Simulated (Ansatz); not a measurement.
Geometry optimisation, RKS PBE/def2-SVP in Ansatz 0.2.0.

Input file:

```yaml
crystal:
  periodic: [false, false, false]
  atoms:
    - { symbol: Ti, position_ang: [-0.208573, -0.129923, 0.048937] }
    - { symbol: O, position_ang: [-0.125379, -0.229565, 1.927247] }
    - { symbol: H, position_ang: [-0.790733, 0.266798, 2.441217] }
    - { symbol: Cl, position_ang: [1.84336, -0.259036, -0.798926] }
    - { symbol: O, position_ang: [-1.12562, 1.288779, -0.50644] }
    - { symbol: H, position_ang: [-1.857882, 1.334426, -1.146953] }
    - { symbol: O, position_ang: [-1.104339, -1.562174, -0.517141] }
    - { symbol: H, position_ang: [-1.131486, -2.460813, -0.14483] }
    - { symbol: Br, position_ang: [1.650278, 2.737565, 1.607763] }
    - { symbol: H, position_ang: [1.361073, 1.376544, 2.180126] }
basis:
  gaussian: { orbitals: def2-SVP }
hamiltonian:
  xc: pbe
relax:
  f_tol: 0.03
  max_steps: 50
output:
  orbitals: {}
```

Run as:

```bash
$ ansatz run input.yaml --threads 4 --pin off --max-ram 5120MiB --backend cpu --events-out ev --progress --plain --runs-dir out
```

Task: Where does it end, and by what steps?

Result: It converged. After 33 steps the energy has fallen by 0.406 eV; Br9 moved furthest, 3.67 Å.

```tsv
step	energy less start (eV)	largest force component (eV/Å)	accepted
0	0.0000	1.104	yes
2	-0.1207	0.439	yes
4	-0.1615	0.362	yes
6	-0.1868	0.223	yes
8	-0.2009	0.272	yes
10	-0.2137	0.194	yes
12	-0.2263	0.199	yes
14	-0.2350	0.136	yes
16	-0.2421	0.140	yes
18	-0.2490	0.207	yes
20	-0.2608	0.159	yes
22	-0.2819	0.211	yes
24	-0.3250	0.200	yes
26	-0.3798	0.128	yes
28	-0.3969	0.284	yes
30	-0.4037	0.070	yes
32	-0.4056	0.041	yes
33	-0.4058	0.027	yes
```

```xyz
10
Properties=species:S:1:pos:R:3
Ti -0.215 0.291 -0.384
O 0.188 1.439 1.003
H -0.333 2.221 1.265
Cl 1.197 0.583 -2.080
O -1.891 0.566 -0.925
H -2.656 -0.037 -0.944
O -0.040 -1.321 0.318
H 0.338 -1.495 1.217
Br 1.152 -0.481 3.291
H 0.769 0.596 2.329
```

The run took 42 s on 4 threads of Intel(R) Xeon(R) 6975P-C (Granite Rapids) (shared host), peak memory 0.24 GiB.
